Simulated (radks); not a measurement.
Values are calculated unless marked as measured or tabulated.
Valence configurations of Tm III (all share [Xe]). Code: a radial shooting solver on a logarithmic mesh with Libxc functionals. Model: Dirac Kohn-Sham, PBE, spin-unpolarised, spherical densities, finite nucleus; open shells are shared between the two j in proportion to 2j + 1; Fermi nuclear charge, rms radius 5.2256 fm. Energies are relative to 4f13; eigenvalues in eV.

valence               E (eV)  e(4f5/2)  e(4f7/2)  e(5d3/2)  e(5d5/2)  e(6p1/2)
4f13                   0.000   -18.205   -17.006         -         -         -
4f12 5d1               6.378   -24.682   -23.413   -15.378   -14.941         -
4f11 5d1 6s1          18.251   -34.798   -33.456   -18.954   -18.390         -
4f12 6s1               5.749   -27.295   -26.024         -         -         -
4f11 5d1.5 6s0.5      18.021   -33.357   -32.016   -17.987   -17.446         -
4f10 5d2.5 6s0.5      36.076   -41.407   -39.994   -19.688   -19.060         -
4f10.5 5d1 6s1 6p0.5  30.225   -40.990   -39.610   -21.391   -20.751   -14.248
4f11 6p2              30.668   -40.433   -39.087         -         -   -15.421
4f11 5d2              17.968   -31.976   -30.635   -17.056   -16.537         -
4f11 5d0.5 6s1.5      18.663   -36.291   -34.947   -19.948   -19.359         -

NIST lists [Xe] 4f13 as the ground configuration; this level of theory agrees among the configurations tried. The energies are those of spherical spin-averaged densities, not of single terms.
